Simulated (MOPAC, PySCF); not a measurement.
AlBr3, SMILES `[Br][Al]([Br])[Br]`, neutral singlet in the gas phase. 

Z-matrix (Å, degrees):
```
Al
Br 1 2.2386
Br 1 2.2386 2 120.00
Br 1 2.2386 2 120.00 3 -180.00
```
Charge 0, spin multiplicity 1.

All levels are single points at this geometry (B3LYP-D3(BJ)/def2-TZVP); Pople sets use spherical d functions. Orbital energies aren't observables, and empty levels follow the basis.

```csv
level,HOMO (eV),LUMO (eV),gap (eV),dipole (D),"vertical IE, Delta-SCF (eV)"
B3LYP-D3(BJ)/def2-TZVP in PySCF,-8.36,-1.87,6.49,0.00,10.40
PBE-D3(BJ)/def2-TZVP in PySCF,-7.36,-2.45,4.92,0.00,–
B3LYP/3-21G in PySCF,-8.15,-1.84,6.31,0.00,–
B3LYP/6-31G* in PySCF,-8.32,-1.93,6.39,0.00,10.41
B3LYP/LANL2DZ in PySCF,-8.57,-2.30,6.27,0.00,–
SVWN5/6-31G* in PySCF,-7.49,-2.78,4.70,0.00,10.20
HF/3-21G in PySCF,-11.49,1.01,12.50,0.00,–
AM1 in MOPAC,-11.51,-2.41,9.10,0.00,–
PM3 in MOPAC,-12.97,-4.46,8.52,0.00,–
```
